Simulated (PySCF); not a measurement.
No solvent model, one computed conformer, rapidly exchanging positions averaged, non-relativistic. Shieldings: GIAO PBE0/pcSseg-1; GFN2-xTB structure; PySCF 2.14.0 with density-fitted response routines.

Chemical shifts δ = σref − σ; 1H and 13C against TMS, all at this level. Shifts are as computed. Against solution values, carbons near 30 ppm lie about +3 ppm off and those near 130 ppm about +5 ppm. Of 1211 compounds with measured shifts, 218 miss one by over three times the rms of a fit or turn the order of signals round; such compounds aren't used in these exercises.

Question: Order these molecules by the shift of their most shielded carbon, lowest δ first.
A. FC1=C[SiH2]C=CC=C1
B. PP1Cc2ccccc2C1
C. C#C/C=C(F)/C=C/[SiH3]
D. CC(C)(C)CC(F)(F)F

Answer: D (31.4 ppm, methyl carbon), B (38.4 ppm, sp3 CH2 bonded to P, on an aromatic ring), C (81.3 ppm, alkyne carbon), A (100.5 ppm, alkene CH).

Question: Order these molecules by the shift of their most deshielded carbon, lowest δ first.
A. FC1=C[SiH2]C=CC=C1
B. C#CC(=O)O[SiH2]C=O
C. PP1Cc2ccccc2C1
D. CC(C)(C)CC(F)(F)F

Answer: D (136.4 ppm, CF3 carbon), C (147.5 ppm, substituted aromatic carbon), A (174.9 ppm, fully substituted alkene carbon), B (246.8 ppm, carbonyl carbon).

Question: How many 13C and 1H signals does each give (equivalence by symmetry and fast rotation, but not about amide C–N or C=N bonds)? `C#CC(=O)O[SiH2]C=O`, `CC(C)(C)CC(F)(F)F`, `C#C/C=C(F)/C=C/[SiH3]`, `FC1=C[SiH2]C=CC=C1`, `PP1Cc2ccccc2C1`

Answer: C#CC(=O)O[SiH2]C=O: 4 C, 3 H; CC(C)(C)CC(F)(F)F: 4 C, 2 H; C#C/C=C(F)/C=C/[SiH3]: 6 C, 5 H; FC1=C[SiH2]C=CC=C1: 6 C, 6 H; PP1Cc2ccccc2C1: 4 C, 4 H.
